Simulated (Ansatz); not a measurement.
Gas-phase electronic energies from Ansatz, PBE0-D4/def2-TZVP geometries. CBS: MP2 limit from def2 TZ/QZ plus the TZ coupled-cluster correction, frozen cores. Functionals use def2-TZVPP. B3LYP here is the variant with VWN-RPA as its local correlation; programs differ in this. Each species was taken in one conformer, which may not be the lowest.

`C[N]1[AlH][SiH2]1` + `[F][AlH][NH][SiH3]` → `C[N]([SiH3])[AlH][F]` + `[NH]1[AlH][SiH2]1`  (substitution at a C–N bond)

Q: Is it downhill or uphill in electronic energy at CCSD(T)/CBS, and by how much? (An estimate is asked.)

A: Ansatz gave: Uphill: ΔE = +15.2 kJ/mol.

Q: What do these levels give: PBE-D4, r2SCAN-D4, ωB97X-V, ωB97M-V, B3LYP, HF/def2-TZVPP, MP2/def2-TZVPP, CCSD/def2-TZVPP, HF/def2-QZVPP, MP2/def2-QZVPP, MP2/CBS(def2), CCSD/CBS(def2)? (Best estimate.)

A: Computed: PBE-D4 17.1, r2SCAN-D4 16.5, ωB97X-V 14.4, ωB97M-V 14.1, B3LYP 19.2, HF/def2-TZVPP 18.9, MP2/def2-TZVPP 16.8, CCSD/def2-TZVPP 15.7, HF/def2-QZVPP 18.8, MP2/def2-QZVPP 16.5, MP2/CBS(def2) 16.4, CCSD/CBS(def2) 15.3 kJ/mol.

Largest T1 diagnostic among the species: 0.015.
